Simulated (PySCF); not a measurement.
Output of ΔSCF core-hole calculations on `F[C@@H]1C[C@H]1[SiH3]`.

The calculation used delta-SCF UKS SCAN, pcX-2 on the ionised atom, pcseg-1 elsewhere, spin-free X2C in PySCF 2.14.0. Atoms in this output count from 0. The cycles run on a coarse integration grid; for E(ground) and E(ion) the exchange–correlation energy is redone on a finer one, so they differ from the last cycle, and only they enter the binding energy.

Coordinates (Å, PBE0-D3(BJ)/def2-SVP):
```
F     -1.674343     0.768449    -1.745233
C     -0.524738     0.200726    -1.304080
C     -0.629268    -0.899668    -0.318027
C     -0.120333     0.469360     0.111059
Si     1.662723     0.754352     0.590517
H      0.232351     0.158465    -2.095543
H      0.072019    -1.737285    -0.383107
H     -1.639079    -1.171703    -0.000412
H     -0.860872     1.065864     0.656184
H      1.891241     0.402773     2.025283
H      2.056956     2.180275     0.376772
H      2.529142    -0.120658    -0.260294
```

```
ground state, core basis on atom 4 (Si), 151 functions
  cycle   1  E = -508.46866022  |g| = 2.87e-01
  cycle   2  E = -508.46869434  |g| = 3.82e-02
  cycle   3  E = -508.46860431  |g| = 3.57e-02
  cycle   4  E = -508.46882349  |g| = 1.03e-02
  cycle   5  E = -508.46884456  |g| = 1.22e-03
  cycle   6  E = -508.46884429  |g| = 2.87e-04
  E(ground) = -508.46020112 Eh
hole in Si 1s of atom 4
  cycle   1  E = -439.54223729  |g| = 4.35e+00
  cycle   2  E = -439.58081522  |g| = 2.15e+00
  cycle   3  E = -440.20961231  |g| = 8.16e-01
  cycle   4  E = -440.55544955  |g| = 3.09e-01
  ...
  cycle   8  E = -440.59965059  |g| = 3.17e-03
  cycle   9  E = -440.59965459  |g| = 1.39e-03
  cycle  10  E = -440.59965560  |g| = 3.42e-04
  E(ion) = -440.59921641 Eh   <S^2> = 0.7523   hole on atom = 1.000
```

What is the Si 1s binding energy of atom 4?

(-440.599216 − (-508.460201)) Eh × 27.2114 eV/Eh = 1846.59 eV, for the SiH3 silicon.

```
ground state, core basis on atom 1 (C), 140 functions
  cycle   1  E = -508.38040198  |g| = 9.29e-02
  cycle   2  E = -508.37863062  |g| = 1.28e-01
  cycle   3  E = -508.38116928  |g| = 2.01e-02
  cycle   4  E = -508.38123264  |g| = 4.81e-03
  cycle   5  E = -508.38123893  |g| = 7.88e-04
  cycle   6  E = -508.38123927  |g| = 1.22e-04
  E(ground) = -508.41359750 Eh
hole in C 1s of atom 1
  cycle   1  E = -497.04597607  |g| = 1.51e+00
  cycle   2  E = -493.51210427  |g| = 2.70e+00
  cycle   3  E = -497.22276544  |g| = 9.16e-01
  cycle   4  E = -497.52553930  |g| = 4.83e-01
  ...
  cycle   9  E = -497.60921929  |g| = 1.50e-03
  cycle  10  E = -497.60922404  |g| = 5.00e-04
  cycle  11  E = -497.60922290  |g| = 3.19e-04
  E(ion) = -497.64202419 Eh   <S^2> = 0.7734   hole on atom = 1.000
```

What is the C 1s binding energy of atom 1?

(-497.642024 − (-508.413597)) Eh × 27.2114 eV/Eh = 293.11 eV, for the sp3 C–F carbon.

```
ground state, core basis on atom 2 (C), 140 functions
  cycle   1  E = -508.37658637  |g| = 5.80e-02
  cycle   2  E = -508.37653298  |g| = 2.34e-02
  cycle   3  E = -508.37652033  |g| = 2.47e-02
  cycle   4  E = -508.37666487  |g| = 2.14e-03
  cycle   5  E = -508.37666496  |g| = 8.38e-04
  cycle   6  E = -508.37666362  |g| = 5.22e-05
  E(ground) = -508.40992018 Eh
hole in C 1s of atom 2
  cycle   1  E = -497.11277755  |g| = 1.51e+00
  cycle   2  E = -496.26369969  |g| = 1.95e+00
  cycle   3  E = -497.61791164  |g| = 4.04e-01
  cycle   4  E = -497.65999574  |g| = 2.63e-01
  ...
  cycle   9  E = -497.68244118  |g| = 1.26e-03
  cycle  10  E = -497.68244375  |g| = 8.08e-04
  cycle  11  E = -497.68244362  |g| = 1.33e-04
  E(ion) = -497.71468028 Eh   <S^2> = 0.7709   hole on atom = 1.000
```

What is the C 1s binding energy of atom 2?

(-497.714680 − (-508.409920)) Eh × 27.2114 eV/Eh = 291.03 eV, for the three-membered-ring carbon.

```
ground state, core basis on atom 0 (F), 140 functions
  cycle   1  E = -508.36061091  |g| = 5.82e-01
  cycle   2  E = -508.28833730  |g| = 9.03e-01
  cycle   3  E = -508.41981144  |g| = 8.59e-02
  cycle   4  E = -508.42071377  |g| = 4.63e-02
  cycle   5  E = -508.42120145  |g| = 6.88e-03
  cycle   6  E = -508.42121157  |g| = 2.71e-03
  cycle   7  E = -508.42121192  |g| = 1.01e-03
  cycle   8  E = -508.42121367  |g| = 1.43e-04
  E(ground) = -508.45601141 Eh
hole in F 1s of atom 0
  cycle   1  E = -482.07102229  |g| = 2.58e+00
  cycle   2  E = -481.33129602  |g| = 2.41e+00
  cycle   3  E = -482.70971301  |g| = 6.80e-01
  cycle   4  E = -482.89521839  |g| = 3.77e-01
  ...
  cycle   8  E = -482.96285260  |g| = 2.32e-03
  cycle   9  E = -482.96285617  |g| = 8.51e-04
  cycle  10  E = -482.96285641  |g| = 2.71e-04
  E(ion) = -483.00353223 Eh   <S^2> = 0.7569   hole on atom = 1.000
```

What is the F 1s binding energy of atom 0?

(-483.003532 − (-508.456011)) Eh × 27.2114 eV/Eh = 692.60 eV, for the alkyl fluorine.

The ground state is recomputed for each atom, because the flexible core basis sits on the ionised atom alone; energies of different blocks can't be mixed. Isolated species at its PBE0-D3(BJ)/def2-SVP geometry, gas phase.

Time: 51 s. Hardware: one thread, Arm Neoverse V1, no GPU, on a shared host.
Labels such as C1 count atoms from 1, the log's own numbers from 0.
